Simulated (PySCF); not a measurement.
silole (C4H6Si), SMILES C1=C[SiH2]C=C1. Atoms are numbered in the order given.

```xyz
11

C      0.0000    -0.7406    -1.2943
C      0.0000    -1.3581    -0.0870
Si     0.0000     0.0000     1.2060
C      0.0000     1.3581    -0.0870
C      0.0000     0.7406    -1.2943
H      0.0000    -1.2809    -2.2497
H      0.0000    -2.4467     0.0109
H     -1.2102     0.0000     2.0848
H      1.2102     0.0000     2.0848
H      0.0000     2.4467     0.0109
H      0.0000     1.2809    -2.2497
```
Charge 0, spin multiplicity 1.

The structure is a stationary point at r2SCAN-D4/def2-SVP.

Two levels are set side by side: PBE/pcSseg-1 (PySCF) and B3LYP/pcSseg-1 (PySCF). GIAO shifts against TMS (²⁹Si), TMS (¹H), TMS (¹³C) at the same level; non-relativistic, no solvent, atoms listed together averaged. Differences are taken from unrounded values.

| quantity | B3LYP |
|---|---|
| δ(¹³C) of C1, C5 (ppm) | 161.7 |
| δ(¹³C) of C2, C4 (ppm) | 136.9 |
| δ(²⁹Si) of Si3 (ppm) | -44.9 |
| δ(¹H) of H6, H11 (ppm) | 7.49 |
| δ(¹H) of H7, H10 (ppm) | 6.56 |
| δ(¹H) of H8, H9 (ppm) | 4.82 |

### Question
What does PBE give, and how far is it from B3LYP? (The exact figures need the calculation; the answer reports its results.)

### Answer

```csv
quantity,PBE,PBE minus B3LYP
"δ(¹³C) of C1, C5 (ppm)",159.4,-2.3
"δ(¹³C) of C2, C4 (ppm)",134.8,-2.1
δ(²⁹Si) of Si3 (ppm),-45.2,-0.2
"δ(¹H) of H6, H11 (ppm)",7.61,0.12
"δ(¹H) of H7, H10 (ppm)",6.64,0.09
"δ(¹H) of H8, H9 (ppm)",5.03,0.21
```

Rough cost on one machine, each run with all the roots and properties that it gave: B3LYP against PBE within a factor of 2.
